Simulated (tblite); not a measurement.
C₈H₁₈S.
Numbering: `[CH3:1][CH2:2][CH2:3][S:4][C@@H:5]([CH3:6])[CH:7]([CH3:8])[CH3:9]` (hydrogens: H10, H11, H12 on C1; H13, H14 on C2; H15, H16 on C3; H17 on C5; H18, H19, H20 on C6; H21 on C7; H22, H23, H24 on C8; H25, H26, H27 on C9)

Structure optimised with GFN2-xTB, isolated species.

Problem. List the bond lengths, angles and torsions at this level.

Solution. 
```csv
bond,length (pm),order
C1–C2,152.2,single
C2–C3,152.2,single
C3–S4,182.4,single
S4–C5,184.5,single
C5–C6,152.2,single
C5–C7,153.4,single
C7–C8,152.6,single
C7–C9,152.7,single
"C1–H10, C1–H11, C1–H12",108.7,single
C2–H13,109.3,single
C2–H14,109.4,single
C3–H15,109.0,single
C3–H16,109.0,single
C5–H17,109.4,single
"C6–H18, C6–H19, C6–H20",108.8,single
C7–H21,109.8,single
"C8–H22, C8–H23, C8–H24",108.7,single
"C9–H25, C9–H26, C9–H27",108.8,single
```

Bonds in one row agree within 1 pm and their mean is given. Orders are formal, as drawn. A selection of angles:
```csv
angle,degrees
C1–C2–C3,111.8
C2–C3–S4,113.1
C3–S4–C5,100.6
S4–C5–C6,109.2
S4–C5–C7,110.7
C6–C5–C7,113.4
C5–C7–C8,112.1
C5–C7–C9,110.6
C8–C7–C9,110.1
```

Dihedral angles: C1–C2–C3–S4 65° (synclinal); C2–C3–S4–C5 81° (synclinal); C3–S4–C5–C6 92° (anticlinal); S4–C5–C7–C8 -58° (synclinal).

S4 (sulfide sulfur) is bent (angle 100.6°). The C–S distances run from 1.824 Å (C3–S4, drawn single) to 1.845 Å (S4–C5, drawn single), a spread of 0.021 Å. Of the pairs four or more bonds apart, S4···H23 is among the closest relative to their van der Waals radii: 2.67 Å, 89 % of the sum of Bondi's values.

Point group: C1 (no symmetry element, even within 0.4 Å). Its GFN2-xTB frequencies are all real (lowest 33 cm⁻¹). One conformer, not necessarily the lowest. 3 starts were optimised and ended at 0.00, 1.50 and 1.57 kcal/mol (GFN2-xTB); the lowest of these is shown.

These are computed values.
